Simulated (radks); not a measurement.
Excited configurations of the germanium ion Ge+: one electron is placed in a higher orbital outside [Ar] 3d10 4s2. The ground configuration is [Ar] 3d10 4s2 4p1. All-electron calculation, Dirac Kohn-Sham, LDA (Slater exchange, Perdew-Wang correlation), spin-unpolarised, spherical densities, finite nucleus; open shells fill j = l - 1/2 first; Fermi nuclear charge, rms radius 4.0742 fm. Program: a radial shooting solver on a logarithmic mesh with Libxc functionals. Excitation = E - E(ground); binding = E(ion) - E, where the ion is the core of charge +2; n* = 2/sqrt(2 binding) in atomic units, and the quantum defect is n - n*.

outer orbital  excitation (eV)  binding (eV)     n*  quantum defect  eigenvalue (eV)  <r> (bohr)
4f5/2                   12.382         3.499  3.944           0.056           -2.489       8.679
5d3/2                   11.966         3.916  3.728           1.272           -2.968       9.379
6s1/2                   11.479         4.402  3.516           2.484           -3.495       9.610
6p1/2                   12.254         3.628  3.873           2.127           -2.866       11.22
7s1/2                   13.138         2.743  4.454           2.546           -2.212       15.51
7p1/2                   13.526         2.355  4.807           2.193           -1.894       17.65

The Delta-SCF ionisation energy is 15.882 eV (NIST Atomic Spectra Database: 15.935 eV, measured). Self-interaction in the functional shifts the binding energies and quantum defects, so they are the method's values and not measured ones. Spin polarisation and multiplet splitting are left out, so open shells lie too high by an amount that depends on their filling.

Beside tabulated values, note that spin-unpolarised runs miss the spin-polarisation part of the exchange energy of open shells.
